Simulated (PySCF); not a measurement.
In(H)(OH)(NH2) (H4InNO), SMILES [OH][InH][NH2].

Geometry: PBE0-D3(BJ)/def2-SVP. The def2 effective core potentials stand for the cores of In; spin–orbit coupling is left out. One conformer was computed; it need not be the lowest.

Calculation: TDA-LC-ωPBE/def2-SVPD run with PySCF.

Vertical excitations. Gas-phase values at a fixed geometry.

| state | energy (eV) | λ (nm) | f | main pairs |
|---|---|---|---|---|
| S1 | 5.97 | 208 | 0.046 | HOMO→LUMO 39 %, HOMO→LUMO+1 28 %, HOMO→LUMO+3 20 % |
| S2 | 6.42 | 193 | 0.062 | HOMO→LUMO+1 46 %, HOMO→LUMO 42 % |
| S3 | 6.70 | 185 | 0.061 | HOMO−2→LUMO+1 23 %, HOMO−2→LUMO 17 %, HOMO−1→LUMO 17 %, HOMO−2→LUMO+2 15 % |
| S4 | 6.89 | 180 | 0.067 | HOMO−1→LUMO 37 %, HOMO−1→LUMO+1 26 %, HOMO−2→LUMO 24 % |
| S5 | 7.09 | 175 | 0.049 | HOMO−1→LUMO+1 40 %, HOMO−2→LUMO 26 %, HOMO−1→LUMO+2 13 % |
| S6 | 7.37 | 168 | 0.009 | HOMO→LUMO+2 64 % |
| S7 | 7.83 | 158 | 0.184 | HOMO−2→LUMO+1 34 %, HOMO−1→LUMO 22 %, HOMO−2→LUMO 6 %, HOMO→LUMO+3 5 % |
| S8 | 7.91 | 157 | 0.043 | HOMO→LUMO+3 34 %, HOMO−3→LUMO 15 %, HOMO−3→LUMO+1 13 %, HOMO→LUMO+5 9 % |
| S9 | 7.99 | 155 | 0.039 | HOMO−3→LUMO 47 %, HOMO→LUMO+3 14 %, HOMO−3→LUMO+1 12 % |
| S10 | 8.46 | 147 | 0.027 | HOMO→LUMO+5 27 %, HOMO−1→LUMO+3 25 %, HOMO−2→LUMO+3 22 % |
| T1 | 5.15 | 241 | 0 | HOMO→LUMO 73 %, HOMO→LUMO+3 14 % |
| T2 | 5.61 | 221 | 0 | HOMO→LUMO+1 70 %, HOMO→LUMO+3 13 % |
| T3 | 6.06 | 205 | 0 | HOMO−1→LUMO 45 %, HOMO−1→LUMO+2 20 % |
| T4 | 6.13 | 202 | 0 | HOMO−2→LUMO 27 %, HOMO−2→LUMO+2 21 %, HOMO−2→LUMO+1 19 %, HOMO−1→LUMO 6 % |
Triplets are in the Tamm–Dancoff approximation.
